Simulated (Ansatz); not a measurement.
Relaxation of C2H2BrF (6 atoms, charge 0, multiplicity 1), to a largest force component of 0.02 eV/Å in at most 50 steps.

Level of theory: RKS PBE0-D4/def2-SVP in Ansatz.

```xyz
6
Properties=species:S:1:pos:R:3
C 0.637 0.102 0.455
C -0.513 -0.052 -0.292
F -1.626 0.717 -0.052
Br -0.540 -1.311 -1.645
H 0.594 0.897 1.200
H 1.490 -0.417 0.288
```

Problem. Where does it end, and by what steps?

Solution. It converged. After 5 steps the energy has fallen by 0.363 eV; F3 moved furthest, 0.10 Å.

```json
{"step": "0", "energy less start (eV)": "0.0000", "largest force component (eV/Å)": "5.552", "accepted": "yes"}
{"step": "1", "energy less start (eV)": "-0.3272", "largest force component (eV/Å)": "1.309", "accepted": "yes"}
{"step": "2", "energy less start (eV)": "-0.3404", "largest force component (eV/Å)": "0.517", "accepted": "yes"}
{"step": "3", "energy less start (eV)": "-0.3602", "largest force component (eV/Å)": "0.176", "accepted": "yes"}
{"step": "4", "energy less start (eV)": "-0.3630", "largest force component (eV/Å)": "0.061", "accepted": "yes"}
{"step": "5", "energy less start (eV)": "-0.3633", "largest force component (eV/Å)": "0.019", "accepted": "yes"}
```

```xyz
6
Properties=species:S:1:pos:R:3
C 0.613 0.153 0.460
C -0.474 -0.041 -0.275
F -1.587 0.645 -0.105
Br -0.618 -1.300 -1.658
H 0.596 0.913 1.244
H 1.513 -0.434 0.289
```

Time of the run: 16 s on 2 threads of Intel(R) Xeon(R) Platinum 8488C (Sapphire Rapids), with other jobs on the host, peak memory 0.21 GiB.
